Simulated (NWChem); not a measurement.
# C₄H₈; SMILES CC1CC1

Program: NWChem. All runs use the structure optimised with PBE0/def2-SVP.

For level PBE0/def2-TZVP:

| Quantity | Value |
|---|---|
| highest occupied level (eV) | -7.88 |
| orbital gap (eV) | 9.42 |

Question: What are these values for level PBE/def2-TZVP?

Answer: 
* **highest occupied level (eV)**: -6.60
* **orbital gap (eV)**: 7.32
